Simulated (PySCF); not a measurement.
C₄H₅F₃O.
Cartesian coordinates in Å at the PBE0-D3(BJ)/def2-SVP level; atoms count from 1:
```xyz
13
C4H5F3O angstrom
C     -1.901   -0.027   -0.253
C     -0.584   -0.298    0.444
C      0.593    0.298   -0.272
O      0.546    0.880   -1.320
C      1.955    0.123    0.440
F      2.949    0.614   -0.272
F      2.188   -1.175    0.665
F      1.930    0.743    1.625
H     -1.892   -0.422   -1.278
H     -2.096    1.053   -0.322
H     -2.734   -0.493    0.292
H     -0.571    0.087    1.479
H     -0.383   -1.379    0.546
```

Theory: PySCF, PBE0-D3(BJ)/def2-SVP geometry optimisation, gas phase.

Take the most abundant isotopes and a rigid rotor. The values belong to one conformer with, in the numbering `[CH3:1][CH2:2][C:3](=[O:4])[C:5]([F:6])([F:7])[F:8]`, C1–C2–C3–O4 -3°.

(1) What are A, B and C (MHz)?

(2) Classify the top.

(3) What does the inertial defect say?

(4) List the rotational levels J(Ka,Kc) to J = 4 (K).

(5) Which lines would a microwave search look for?

Answers

(1) Ia = 143.02, Ib = 357.14, Ic = 405.25 u·Å²; 505379 MHz·u·Å²/I gives A = 3534, B = 1415, C = 1247 MHz.

(2) An asymmetric top: κ = (2 × 1415 − 3534 − 1247)/(3534 − 1247) = -0.85.

(3) Not planar: Δ = Ic − Ia − Ib = -94.92 u·Å². For a rigid frame Δ = −2 Σ m c², so Σ m c² = 47.46 u·Å² lies off the ab plane: 3.13 from hydrogen and 44.33 from heavier atoms. The atom farthest from that plane is 1.11 Å away.

(4) Above 0(0,0), as E/k:
J = 1: 1(0,1) 0.128, 1(1,1) 0.229, 1(1,0) 0.237
J = 2: 2(0,2) 0.383, 2(1,2) 0.477, 2(1,1) 0.501, 2(2,1) 0.806, 2(2,0) 0.807
J = 3: 3(0,3) 0.764, 3(1,3) 0.848, 3(1,2) 0.896, 3(2,2) 1.189, 3(2,1) 1.192, 3(3,1) 1.718, 3(3,0) 1.718
J = 4: 4(0,4) 1.271, 4(1,4) 1.342, 4(1,3) 1.422, 4(2,3) 1.700, 4(2,2) 1.707, 4(3,2) 2.230, 4(3,1) 2.230, 4(4,1) 2.969, 4(4,0) 2.969
The levels of one J sum to (2J + 1)J(J + 1)(A + B + C)/3.

(5) The dipole components are |μa| = 1.58 D, |μb| = 1.96 D, |μc| = 0.05 D. Intensities carry the squares of the components, which stand as 0.65 : 1.00 : 0.00 (a : b : c). Some lines, for components of 0.1 D or more:

```json
{"type": "a", "branch": "Q", "J(Ka,Kc)": "2(1,1) ← 2(1,2)", "MHz": "504", "lower level (cm⁻¹)": "0.331"}
{"type": "b", "branch": "R", "J(Ka,Kc)": "3(1,2) ← 2(2,1)", "MHz": "1877", "lower level (cm⁻¹)": "0.560"}
{"type": "b", "branch": "R", "J(Ka,Kc)": "2(0,2) ← 1(1,1)", "MHz": "3196", "lower level (cm⁻¹)": "0.159"}
{"type": "a", "branch": "R", "J(Ka,Kc)": "2(1,1) ← 1(1,0)", "MHz": "5492", "lower level (cm⁻¹)": "0.165"}
{"type": "b", "branch": "Q", "J(Ka,Kc)": "2(2,1) ← 2(1,2)", "MHz": "6859", "lower level (cm⁻¹)": "0.331"}
{"type": "b", "branch": "Q", "J(Ka,Kc)": "3(2,2) ← 3(1,3)", "MHz": "7117", "lower level (cm⁻¹)": "0.589"}
{"type": "b", "branch": "R", "J(Ka,Kc)": "2(1,2) ← 1(0,1)", "MHz": "7275", "lower level (cm⁻¹)": "0.089"}
{"type": "a", "branch": "R", "J(Ka,Kc)": "3(1,3) ← 2(1,2)", "MHz": "7729", "lower level (cm⁻¹)": "0.331"}
{"type": "a", "branch": "R", "J(Ka,Kc)": "3(0,3) ← 2(0,2)", "MHz": "7948", "lower level (cm⁻¹)": "0.266"}
{"type": "a", "branch": "R", "J(Ka,Kc)": "3(2,1) ← 2(2,0)", "MHz": "8025", "lower level (cm⁻¹)": "0.561"}
{"type": "b", "branch": "R", "J(Ka,Kc)": "3(1,3) ← 2(0,2)", "MHz": "9689", "lower level (cm⁻¹)": "0.266"}
{"type": "b", "branch": "R", "J(Ka,Kc)": "2(2,0) ← 1(1,1)", "MHz": "12025", "lower level (cm⁻¹)": "0.159"}
{"type": "b", "branch": "R", "J(Ka,Kc)": "3(2,2) ← 2(1,1)", "MHz": "14342", "lower level (cm⁻¹)": "0.348"}
{"type": "b", "branch": "R", "J(Ka,Kc)": "3(3,1) ← 2(2,0)", "MHz": "18995", "lower level (cm⁻¹)": "0.561"}
```

No frequency check. These are rigid-rotor constants of the computed structure; measured ground-state constants (B0) also hold zero-point vibration. A rigid rotor knows nothing of internal rotation, which can split or shift real lines.

The run took 45 s on one thread, Arm Neoverse V2, shared host. These figures are those of the optimisation.
